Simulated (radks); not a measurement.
The numbers below are computed, except where a source is named.
All-electron atom: the holmium ion Ho3+ in [Xe] 4f9.75 6p0.25 (fractional occupations, a model configuration). Code: a radial shooting solver on a logarithmic mesh with Libxc functionals. Model: scalar-relativistic Kohn-Sham, PBE, spin-unpolarised, spherical densities, point nucleus.

Local quantities along the radius. ELF = 1/(1 + alpha^2) is the electron localisation function; alpha = (tau - tau_W)/tau_unif compares the Pauli kinetic energy density with that of the uniform gas; 4 pi r^2 rho is in e/bohr; s = |grad rho|/(2 (3 pi^2)^(1/3) rho^(4/3)) is the reduced gradient; -r V(r) is the screened charge that the Kohn-Sham potential presents (atomic units). tau is taken from the large components.

r (bohr),ELF,alpha,4 pi r^2 rho,s,-r V(r)
0.001378,0.999,0.02483,8.324,0.7370,66.51
0.001867,0.999,0.02691,13.24,0.6559,66.31
0.002551,0.999,0.03061,20.80,0.6007,66.04
0.003458,0.999,0.03674,31.27,0.5700,65.68
0.004686,0.998,0.04738,45.02,0.5597,65.19
0.006351,0.996,0.06698,61.18,0.5694,64.55
0.008607,0.989,0.1063,77.01,0.6001,63.71
0.01166,0.964,0.1942,87.89,0.6515,62.61
0.01581,0.857,0.4084,89.54,0.7099,61.20
0.02142,0.557,0.8926,83.26,0.7092,59.41
0.02927,0.331,1.422,80.08,0.5215,57.10
0.03967,0.453,1.100,93.13,0.3033,54.36
0.05376,0.703,0.6505,115.1,0.3106,51.08
0.07286,0.707,0.6433,117.2,0.4403,47.16
0.09875,0.416,1.186,96.21,0.4677,42.64
0.1338,0.413,1.192,94.53,0.2377,37.64
0.1814,0.713,0.6352,107.3,0.2938,32.36
0.2458,0.602,0.8135,78.39,0.5456,26.90
0.3358,0.238,1.788,47.92,0.3426,21.29
0.4551,0.644,0.7434,56.58,0.2029,16.27
0.6168,0.665,0.7097,46.11,0.4620,11.76
0.8359,0.360,1.334,22.99,0.6077,8.361
1.133,0.439,1.131,13.47,0.5148,6.146
1.535,0.633,0.7620,7.528,0.7907,4.791
2.081,0.376,1.289,2.290,1.585,3.965
2.82,0.020,6.923,0.3870,2.889,3.614
3.853,0.011,9.566,0.09777,2.774,3.413
5.222,0.016,7.826,0.02636,5.764,3.332
7.077,0.001,30.67,0.002163,19.31,3.186

On this mesh the ELF has minima near r = 0.029, 0.11, 0.34, 0.97 bohr, which separate the shells, and maxima near 0.063 (0.74), 0.21 (0.73), 0.53 (0.72), 1.5 (0.63).

Self-consistent cycle (total energy in hartree, residual of the potential): 1: -12597.47361, 1e+01; 2: -12611.43749, 7e+00; 3: -12614.36303, 1e+00; 4: -12614.13496, 2e+00; 5: -12614.55422, 5e-02; 6: -12614.55905, 4e-02; 7: -12614.55919, 2e-02; 8: -12614.55925, 6e-03; 9: -12614.55926, 8e-05; 10: -12614.55926, 6e-06; 11: -12614.55926, 7e-05; 12: -12614.55926, 7e-07; 13: -12614.55926, 4e-09.
